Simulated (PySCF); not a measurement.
Task: Write a Z-matrix for SbMe3, `[CH3][Sb]([CH3])[CH3]` as optimised with PBE0-D3(BJ)/def2-SVP.

Result: 
Z-matrix in Å and degrees, rows numbered from 1:
```
Sb
C   1  2.1710
H   2  1.0994  1  110.00
H   2  1.0998  1  110.03  3  -120.50
H   2  1.0996  1  109.67  3   119.30
C   1  2.1711  2   94.33  3    77.04
H   6  1.0998  1  110.09  2    47.65
H   6  1.0995  1  109.87  2   -72.75
H   6  1.0995  1  109.78  2   167.97
C   1  2.1711  2   94.20  3   171.46
H  10  1.0996  1  109.65  2  -163.44
H  10  1.0994  1  109.98  2    77.29
H  10  1.0998  1  110.12  2   -43.23
```

All 3 C–Sb bonds measure 2.171 Å. Sb1 (antimony bonded to 3 C) is pyramidal (angles 94.3°, 94.2° and 94.1°, sum 282.6°, 1.16 Å off the plane of its three neighbours).

Theory: PBE0-D3(BJ)/def2-SVP geometry optimisation, gas phase, def2 core potentials past Kr in PySCF.

Point group: near C3v, missed by 0.15 Å at most; the miss may be what the optimiser left on a soft mode (C3 holds within 0.08 Å). Stationary, but not proved a minimum.

On one thread, x86-64 server, no GPU, shared host, this took 43 s wall. This is the geometry optimisation.
